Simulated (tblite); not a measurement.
C4H13BrSi2.
Atom-mapped SMILES: `[CH3:1][CH2:2][Si@H:3]([CH2:4][SiH3:5])[CH2:6][Br:7]` (hydrogens: H8, H9, H10 on C1; H11, H12 on C2; H13 on Si3; H14, H15 on C4; H16, H17, H18 on Si5; H19, H20 on C6)

Computed with GFN2-xTB (tblite), gas phase: L-BFGS steps from a force-field or distance-geometry start until the largest atomic force falls under 0.01 eV/Å.

Step 8: E = -618.0876 eV
```
atom  x, y, z in Å  |  force x, y, z in eV/Å
C1     -2.0772    0.3257   -1.8138    0.018  -0.011   0.034
C2     -1.9131    0.1531   -0.3067   -0.013   0.022  -0.007
Si3    -0.1207    0.4673    0.2526   -0.120   0.037  -0.022
C4      1.0499   -0.8560   -0.4331   -0.016   0.054  -0.002
Si5     2.8564   -0.4315   -0.0336    0.075  -0.006   0.005
C6     -0.0874    0.4830    2.1690   -0.025  -0.050   0.059
Br7    -0.5477   -1.2734    2.8866    0.004  -0.008  -0.069
H8     -3.1150    0.1756   -2.1075    0.040   0.030  -0.024
H9     -1.4622   -0.3907   -2.3534   -0.024  -0.028   0.014
H10    -1.7641    1.3220   -2.1185   -0.070  -0.001   0.001
H11    -2.2335   -0.8549   -0.0287    0.009   0.071   0.004
H12    -2.5855    0.8481    0.2018   -0.011  -0.045  -0.017
H13     0.3211    1.8240   -0.1501   -0.067  -0.103   0.058
H14     0.9129   -0.9072   -1.5112    0.054   0.036  -0.061
H15     0.7981   -1.8491   -0.0630   -0.004   0.032   0.116
H16     3.1385    0.8971   -0.5955    0.056  -0.103   0.013
H17     3.7462   -1.4488   -0.6011   -0.011   0.058   0.042
H18     3.0012   -0.3581    1.4252    0.081  -0.049  -0.063
H19     0.8888    0.7161    2.5804    0.053   0.025  -0.063
H20    -0.8119    1.1684    2.5977   -0.029   0.040  -0.018
```

Step 9: E = -618.0913 eV
```
atom  x, y, z in Å  |  force x, y, z in eV/Å
C1     -2.0790    0.3249   -1.8136    0.018  -0.001   0.035
C2     -1.9152    0.1548   -0.3049   -0.070   0.013  -0.062
Si3    -0.1228    0.4699    0.2542   -0.144   0.004  -0.048
C4      1.0488   -0.8521   -0.4322    0.048   0.048   0.003
Si5     2.8587   -0.4360   -0.0352    0.081   0.024   0.032
C6     -0.0893    0.4820    2.1695   -0.016  -0.015   0.005
Br7    -0.5463   -1.2710    2.8811   -0.014  -0.079  -0.034
H8     -3.1165    0.1769   -2.1133    0.066   0.017   0.013
H9     -1.4628   -0.3932   -2.3510   -0.034   0.003   0.021
H10    -1.7673    1.3225   -2.1166   -0.052  -0.016  -0.010
H11    -2.2380   -0.8522   -0.0284    0.027   0.035   0.014
H12    -2.5942    0.8453    0.2007    0.015  -0.017  -0.009
H13     0.3188    1.8243   -0.1456   -0.055  -0.060   0.042
H14     0.9192   -0.9075   -1.5108    0.019   0.041  -0.059
H15     0.8007   -1.8438   -0.0583   -0.030   0.003   0.112
H16     3.1427    0.8928   -0.5947    0.057  -0.095   0.005
H17     3.7530   -1.4507   -0.6011   -0.032   0.055   0.040
H18     3.0080   -0.3606    1.4236    0.074  -0.055  -0.068
H19     0.8876    0.7161    2.5748    0.097   0.033  -0.031
H20    -0.8112    1.1681    2.5988   -0.055   0.062   0.000
```

Task: Estimate the geometry and energy of step 10. (The exact step hangs on the optimiser's Hessian estimate; all steps are aligned on step 9, rigid shifts and turns removed.)

Result: E = -618.0948 eV, largest force 0.135 eV/Å
```
atom  x, y, z in Å  |  force x, y, z in eV/Å
C1     -2.0807    0.3242   -1.8130    0.008   0.012   0.013
C2     -1.9188    0.1566   -0.3041   -0.104  -0.001  -0.086
Si3    -0.1276    0.4725    0.2549   -0.114  -0.048  -0.048
C4      1.0486   -0.8474   -0.4312    0.087   0.028   0.007
Si5     2.8625   -0.4403   -0.0363    0.044   0.041   0.045
C6     -0.0915    0.4811    2.1702    0.000   0.036  -0.047
Br7    -0.5452   -1.2702    2.8748   -0.027  -0.128  -0.001
H8     -3.1169    0.1786   -2.1191    0.060  -0.002   0.041
H9     -1.4641   -0.3956   -2.3481   -0.031   0.025   0.021
H10    -1.7716    1.3227   -2.1148   -0.022  -0.018  -0.024
H11    -2.2422   -0.8489   -0.0278    0.033  -0.017   0.023
H12    -2.6031    0.8423    0.1995    0.022   0.024   0.003
H13     0.3155    1.8238   -0.1401   -0.042  -0.001   0.020
H14     0.9260   -0.9071   -1.5112   -0.010   0.039  -0.025
H15     0.8029   -1.8380   -0.0515   -0.044   0.007   0.084
H16     3.1483    0.8867   -0.5938    0.064  -0.059  -0.013
H17     3.7596   -1.4517   -0.6005   -0.035   0.032   0.026
H18     3.0164   -0.3642    1.4208    0.069  -0.057  -0.041
H19     0.8880    0.7166    2.5684    0.094   0.029  -0.011
H20    -0.8114    1.1689    2.5999   -0.054   0.057   0.012
```

The energy changes by -0.0036 eV. The first-order estimate −F·Δx gives -0.0049 eV and the mean of the old and new forces, exact on a quadratic surface, -0.0036 eV. The step makes an angle of 62° with the force vector and moves no atom by more than 0.010 Å.

What follows is the cost of the whole relaxation. Hardware: an Arm Neoverse V2 with one thread, no GPU, shared host with 96 logical CPUs at a one-minute load of 34. Cost: 0.79 s of wall time.
